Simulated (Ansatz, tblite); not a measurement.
Cost and result up the ladder for BiH2(iPr) (C3H9Bi) (13 atoms). Charge 0, multiplicity 1. Geometry: PBE0-D4/def2-SVP.

```xyz
13

Bi   -0.1130    1.8692    1.1069
H    -0.5704    2.9043   -0.2924
H    -1.8440    1.7200    1.5759
C    -0.1923   -0.0543   -0.1660
C    -0.2655   -1.2644    0.7474
C     0.9997   -0.0909   -1.1051
H    -1.1241    0.0372   -0.7444
H    -1.1550   -1.2448    1.3960
H     0.6224   -1.3429    1.3979
H    -0.3109   -2.1975    0.1564
H     0.9776   -1.0034   -1.7286
H     1.0191    0.7719   -1.7889
H     1.9563   -0.1046   -0.5550
```

Ansatz on 4 threads of Arm Neoverse V2 on a shared host; xTB runs through tblite on one thread. Times are rough, summed over both states, and most runs start from the orbitals of an earlier one. PBE0-D4/def2-TZVP serves as the yardstick here, not as an exact answer. The other state is a doublet.

In the def2 sets Bi takes a core potential; there is no spin–orbit coupling. The xTB rows come from tblite.

Raw xTB energies of ions are shifted by several eV.

| level | functions | vertical IE (eV) | difference from PBE0-D4/def2-TZVP (eV) |
| --- | --- | --- | --- |
| PBE0-D4/def2-TZVP | 197 | 8.63 | 0.00 |
| GFN2-xTB | 25 | 12.90 | 4.28 |
| GFN1-xTB | 34 | 13.20 | 4.57 |
| PBE-D4/def2-TZVP | 197 | 8.54 | -0.08 |
| r2SCAN-D4/def2-TZVP | 197 | 8.53 | -0.09 |

Question: Estimate how long each takes.

Answer: GFN2-xTB 0.005 s; GFN1-xTB 0.008 s; PBE-D4/def2-TZVP 4.7 s; PBE0-D4/def2-TZVP 6.9 s; r2SCAN-D4/def2-TZVP 10 s. On shared hardware such times vary by a factor of up to 3.
